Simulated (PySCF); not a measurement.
## Stretching GaBr

Set-up: PySCF, spin-free X2C with a Gaussian nucleus, basis sets Ga x2c-SVPall, Br x2c-SVPall. Energies in eV from Ga + Br in their ground configurations at the same level. State: ¹Σ⁺ (singlet), closed shell.

Curves on a restricted Hartree–Fock reference rise too fast on stretching and do not dissociate correctly.

```json
{"R (Å)": "2.133", "RHF-CCSD": "-3.619"}
{"R (Å)": "2.228", "RHF-CCSD": "-3.877"}
{"R (Å)": "2.299", "RHF-CCSD": "-3.965"}
{"R (Å)": "2.370", "RHF-CCSD": "-3.987"}
{"R (Å)": "2.441", "RHF-CCSD": "-3.959"}
{"R (Å)": "2.536", "RHF-CCSD": "-3.863"}
{"R (Å)": "2.654", "RHF-CCSD": "-3.680"}
{"R (Å)": "2.797", "RHF-CCSD": "-3.407"}
```

Question: Put a parabola through the three lowest points of the RHF-CCSD curve and estimate Re, k and ωe (reduced mass 36.79 u; 1 eV/Å² = 0.16022 mdyn/Å; ωe = 1302.8·√(k/μ) cm⁻¹).

Answer: Through R = 2.299, 2.37, 2.441 Å the second-order coefficient is 4.96 eV/Å², so Re ≈ 2.366 Å, k ≈ 1.59 mdyn/Å and ωe ≈ 271 cm⁻¹. A polynomial fit of higher order to the unrounded RHF-CCSD energies gives Re = 2.362 Å, k = 1.65 mdyn/Å, ωe = 276 cm⁻¹; anharmonicity and rounding make the difference.

The higher-order fit for each curve: RHF-CCSD: Re = 2.362 Å, ωe = 276 cm⁻¹, De = 3.99 eV.

Correlated steps freeze 18 core orbitals. Correlated levels converge slowly with the basis: in double zeta they bind strong bonds too weakly, by up to about 1 eV, and carry superposition errors of some tenths. Where the molecule has an RHF reference, its open-shell atoms are computed with UHF.
